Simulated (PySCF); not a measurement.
CH₈O₂Si₂, SMILES [SiH3][Si](O)(C)O.

Coordinates come from a PBE0-D3(BJ)/def2-SVP optimisation. This is a generated structure with no PubChem entry under its InChIKey; it may be hypothetical. One conformer was computed; it need not be the lowest.

Vertical ionisation energy (IE) and electron affinity (EA) in eV. Rows of orbital energies are one-electron estimates. Where ΔSCF, EOM or ADC give a negative EA the extra electron is unbound and the value depends on the basis.

```tsv
level	IE	EA
−ε(HOMO), −ε(LUMO), r2SCAN/def2-TZVP (PySCF)	6.59	0.24
−ε(HOMO), −ε(LUMO), PBE/def2-TZVP (PySCF)	6.32	0.59
```
